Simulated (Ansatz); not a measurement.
`N=CC(N)=O` + `N[SiH3]` → `NC(=O)N[SiH3]` + `C=N`  (substitution at a C–C bond)

Computed with Ansatz on PBE0-D4/def2-TZVP structures; ΔE is electronic, products minus reactants. CCSD(T)/CBS is the MP2 limit (def2-TZVPP, def2-QZVPP) plus CCSD(T) − MP2 in def2-TZVPP, frozen cores. This one scheme is used for every species. Functionals use def2-TZVPP. B3LYP here is the variant with VWN-RPA as its local correlation; programs differ in this. Each species was taken in one conformer, which may not be the lowest.

Problem. Is it downhill or uphill in electronic energy at CCSD(T)/CBS, and by how much? (Estimate.)

Solution. Computed: Downhill: ΔE = -8.6 kJ/mol.

Problem. What do these levels give: PBE-D4, B3LYP-D4, B3LYP, SCS-MP2/def2-QZVPP, HF/CBS(def2), MP2/CBS(def2)? (Best estimate.)

Solution. Computed: PBE-D4 -6.3, B3LYP-D4 -9.3, B3LYP -6.5, SCS-MP2/def2-QZVPP -7.7, HF/CBS(def2) -19.3, MP2/CBS(def2) -6.4 kJ/mol.

Largest T1 diagnostic among the species: 0.015.

In def2-TZVPP, CCSD(T) changes the Hartree–Fock value by +9.1 kJ/mol (the triples alone add +1.6 kJ/mol) and MP2 by +11.3 kJ/mol. From PBE to PBE0 (25 % exact exchange), in def2-TZVPP and without D4, ΔE moves by −3.7 kJ/mol.
